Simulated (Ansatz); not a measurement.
Computed with Ansatz on PBE0-D4/def2-TZVP structures; ΔE is electronic, products minus reactants. CCSD(T)/CBS adds triple-zeta CCSD(T) − MP2 to the extrapolated MP2 energy (def2 sets, frozen cores). Functionals use def2-TZVPP. def2 core potentials past Kr. For Sn outer-core shells are correlated without core-valence functions, which leaves a few kJ/mol of doubt a bond.

Reaction (ligand exchange at the Sn–C bond): `C[CH](Cl)[SnH3]` + CH₃NH₂ → `C[NH][SnH3]` + `CCCl`

| level | ΔE (kJ/mol) |
| --- | --- |
| PBE0-D4 | -15.2 |
| HF/CBS(def2) | -30.9 |

Question: What does CCSD(T)/CBS give? (An estimate is asked.)

Answer: Computed: -16.0 kJ/mol. The listed levels differ from it by 0.8, -14.9 kJ/mol.

Largest T1 diagnostic among the species: 0.012.

In def2-TZVPP, CCSD(T) changes the Hartree–Fock value by +13.8 kJ/mol (the triples alone add +1.6 kJ/mol) and MP2 by +15.4 kJ/mol. The D4 term adds +4.1 kJ/mol with B3LYP and +2.3 kJ/mol with PBE0; it sums over pairs of atoms, weighted by their polarisabilities, and B3LYP, whose exchange is more repulsive, gets the larger term.

B3LYP here is the variant with VWN-RPA as its local correlation; programs differ in this.
